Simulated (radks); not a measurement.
Q: All-electron atom: I7+ in [Kr] 4d10. Calculated with a radial shooting solver on a logarithmic mesh with Libxc functionals: non-relativistic Kohn-Sham, LDA (Slater exchange, VWN5 correlation), spin-polarised, spherical densities, point nucleus; relativity is left out, which matters for an element this heavy. Some entries of the table are withheld. Estimate them.

orbital  occ.  eigenvalue (eV)  <1/r> (bohr^-1)
1s          2              (1)            52.43
2s          2              (2)            12.03
2p          6        -4570.980            12.05
3s          2              (3)            4.386
3p          6              (4)            4.316
3d         10              (5)              (6)
4s          2        -255.8693            1.803
4p          6        -213.6746            1.705
4d         10        -141.1825            1.481

A: 
(1) 1s eigenvalue (eV): -31706.81
(2) 2s eigenvalue (eV): -4855.737
(3) 3s eigenvalue (eV): -1050.139
(4) 3p eigenvalue (eV): -930.1115
(5) 3d eigenvalue (eV): -706.1900
(6) 3d <1/r> (bohr^-1): 4.187
